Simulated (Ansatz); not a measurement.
These are frozen-core CCSD(T)/def2-TZVPP // r2SCAN-D4/def2-TZVP run with Ansatz (a quantum-chemistry and plane-wave program) values and carry that method's errors.

Ansatz 0.2 input:
```yaml
crystal:
  periodic: [false, false, false]
  atoms:
    - { symbol: F, position_ang: [-1.396488, -1.323478, -0.002872] }
    - { symbol: In, position_ang: [-0.00038, -0.000652, 0.000007] }
    - { symbol: F, position_ang: [-0.447133, 1.870059, 0.013819] }
    - { symbol: F, position_ang: [1.844001, -0.545929, -0.010953] }
basis:
  gaussian: { orbitals: def2-TZVPP }
correlation:
  method: ccsd_t
```

Output:

```
Functional definition: HF
1106 factors; integrals over basis functions are off by at most 8.6e-4 eV
mean field evaluation 1: about -13267.8079 eV, gradient 5.2e1 eV
mean field evaluation 2: about -13267.8365 eV, gradient 5.2e1 eV
mean field evaluation 4: about -13272.0356 eV, gradient 1.5e0 eV
mean field evaluation 8: about -13272.0590 eV, gradient 8.4e-2 eV
mean field evaluation 16: about -13271.9817 eV, gradient 1.5e0 eV
mean field -13272.05899992 eV, -487.7391721224 hartree, gradient 9.2e-6 eV, S^2 0.000000; 0 other end points of the search recorded, 0 dependent functions left out
7 core orbitals not correlated
reference -13272.05899992 eV, -487.7391721224 hartree; 17, 17 occupied and 119, 119 virtual orbitals, 1106 factors
second order -28.00491412 eV of doubles, -0.00000000 eV of singles
cycle   1  -26.91710542 eV  change     1.1e0 eV  update   1.4e-1
cycle   2  -27.54802085 eV  change   -6.3e-1 eV  update   4.9e-2
cycle   3  -27.70352185 eV  change   -1.6e-1 eV  update   2.6e-2
cycle   4  -27.68911264 eV  change    1.4e-2 eV  update   8.1e-3
cycle   5  -27.67931390 eV  change    9.8e-3 eV  update   2.6e-3
cycle   6  -27.68036526 eV  change   -1.1e-3 eV  update   9.5e-4
cycle   7  -27.68065183 eV  change   -2.9e-4 eV  update   2.6e-4
cycle   8  -27.68046518 eV  change    1.9e-4 eV  update   9.7e-5
cycle   9  -27.68045396 eV  change    1.1e-5 eV  update   3.6e-5
perturbative correction -0.83097178 eV, -0.0305376498 hartree
Total energy: -13300.57042567 eV, -488.7869476929 hartree
```

Cost: roughly 50 core-seconds.
